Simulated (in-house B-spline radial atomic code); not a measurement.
Configurations of the terbium ion Tb⁵⁺, with energies counted from [Kr] 4d10 4f7 5s2 5p5. Level of theory: scalar-relativistic (X2C) B3LYP, spin-polarised, spherical fractional occupations, exact exchange averaged over the configuration, Fermi nucleus of rms radius 5.06 fm; calculated with a B-spline radial code for spherical atoms. Shells without spins written out take the highest spin.

Occupations are held fixed; configurations that lie above the ionisation limit could autoionise.

```tsv
configuration	E - E(ref) (eV)	highest orbital	its <r> (bohr)
[Kr] 4d10 4f7 5s2 5p4 6s1	38.815	6s up	2.584
[Kr] 4d10 4f7 5s2 5p4 6f1	67.682	6f up	5.054
[Kr] 4d9 4f7 5s2 5p6	133.92	4f up	0.7282
[Kr] 4d9 4f7 5s2 5p5 5f1	192.69	5f up	2.779
[Kr] 4d9 4f7 5s2 5p5 6d1	193.98	6d up	3.588
```

Order these further configurations by energy, lowest first.
A. [Kr] 4d10 4f7 5s2 5p4 5d1
B. [Kr] 4d9 4f7 5s2 5p5 5d1
C. [Kr] 4d10 4f7 5s2 5p4 6d1
D. [Kr] 4d10 4f6 5s2 5p5 6s1
E. [Kr] 4d10 4f6 5s2 5p5 6d1

A (28.913 eV), D (34.615 eV), E (53.459 eV), C (57.459 eV), B (164.71 eV).
